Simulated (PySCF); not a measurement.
## H₃WO + 2 Br₂ → WOBr + 3 HBr

Level: PBE0 in the def2-TZVP basis family, computed in PySCF with density fitting; scalar-relativistic core potentials for atoms from Rb on, none lighter, no spin–orbit coupling; open shells unrestricted.

| species | state and structure | E (Eh) | ZPE (kJ/mol) | H(298 K) − H(0) (kJ/mol) | S° (J/(mol K)) |
| --- | --- | --- | --- | --- | --- |
| H₃WO | doublet, Cs, W–H 1.686 Å, W–H 1.740 Å (×2), W–O 1.673 Å; H–W–H 100.7° (×2), H–W–H 124.3°, H–W–O 96.1°, H–W–O 114.0° (×2) | -144.03002 | 57.0 | 14.0 | 299.8 |
| Br₂ | singlet, D∞h, Br–Br 2.281 Å | -5147.70672 | 2.0 | 9.7 | 244.8 |
| WOBr | quartet, Cs, W–Br 2.453 Å, W–O 1.688 Å; Br–W–O 141.8° | -2716.15575 | 8.4 | 13.1 | 321.1 |
| HBr | singlet, C∞v, H–Br 1.421 Å | -2574.45811 | 16.0 | 8.7 | 198.5 |

Question: What is the electronic reaction energy?

Answer: At PBE0/def2-TZVP, ΔE = -227.4 kJ/mol from the differences of the total energies times 2625.5, downhill. 

Question: Add zero-point, thermal and entropy terms for 298.15 K and 1 bar.

Answer: ΔZPE = -4.6 and Δ[H(298) − H(0)] = 5.8 kJ/mol give ΔH° = -226.2 kJ/mol. ΔS° = 127.2 J/(mol K), so ΔG° = -226.2 − 298.15 × (0.1272) = -264 kJ/mol.

Spin–orbit coupling can matter for H₃WO, WOBr and is left out. Open d or f shells are single determinants, so the state found may not be the ground state. The structures come from searches over a few start shapes, so lower isomers are not excluded.
